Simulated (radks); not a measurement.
Values are calculated unless marked as measured or tabulated.
Problem. Neutral manganese: order these configurations by energy. Level of theory: scalar-relativistic Kohn-Sham, r2SCAN, spin-polarised, spherical densities, finite nucleus; meta-GGA in the generalised Kohn-Sham scheme; Fermi nuclear charge, rms radius of each element as measured or else 0.836 A^(1/3) + 0.57 fm (a radial shooting solver on a logarithmic mesh with Libxc functionals). Open shells are filled with parallel spins first. [Ar] 3d4 4s2 4p1; [Ar] 3d5 4s1 4p1; [Ar] 3d5 4s2; [Ar] 3d6 4s1.

Solution. From the lowest, in eV above it: [Ar] 3d5 4s2 0.000; [Ar] 3d5 4s1 4p1 1.938; [Ar] 3d6 4s1 2.132; [Ar] 3d4 4s2 4p1 9.526.
